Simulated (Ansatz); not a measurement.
C2H5N, SMILES `[H]/N=C/C` (charge 0, multiplicity 1).

These are HSE06/cc-pVTZ // B3LYP-D3(BJ)/def2-TZVP (Ansatz, an electronic-structure program) values and carry that method's errors.

Ansatz 0.2 input:
```yaml
crystal:
  periodic: [false, false, false]
  atoms:
    - { symbol: C, position_ang: [-0.918643, -0.181079, -0.226153] }
    - { symbol: C, position_ang: [0.453216, 0.269722, 0.156266] }
    - { symbol: N, position_ang: [1.442231, -0.52099, 0.15196] }
    - { symbol: H, position_ang: [-0.911199, -1.237171, -0.490302] }
    - { symbol: H, position_ang: [-1.288049, 0.404434, -1.072879] }
    - { symbol: H, position_ang: [-1.616488, -0.016235, 0.599736] }
    - { symbol: H, position_ang: [0.541707, 1.32677, 0.440519] }
    - { symbol: H, position_ang: [2.297226, -0.045449, 0.440854] }
basis:
  gaussian: { orbitals: cc-pVTZ }
hamiltonian:
  xc: hse06
```

Output:

```
Functional definition: HSE06
824 factors; their error is unknown
89 factors; integrals over basis functions are off by at most 6.1e-7 eV
mean field evaluation 1: about -3634.6742 eV, gradient 5.7e1 eV
mean field evaluation 2: about -3629.3275 eV, gradient 7.3e1 eV
mean field evaluation 4: about -3641.6363 eV, gradient 5.2e0 eV
mean field evaluation 8: about -3641.6912 eV, gradient 5.5e-2 eV
mean field evaluation 16: about -3641.6842 eV, gradient 1.5e-5 eV
mean field -3641.68423111 eV, -133.8294270710 hartree, gradient 1.5e-5 eV, S^2 0.000000; 0 other end points of the search recorded, 0 dependent functions left out
reference -3641.68426364 eV, -133.8294282666 hartree; 12, 12 occupied and 148, 148 virtual orbitals, 824 factors
Total energy: -3641.68426364 eV, -133.8294282666 hartree
```
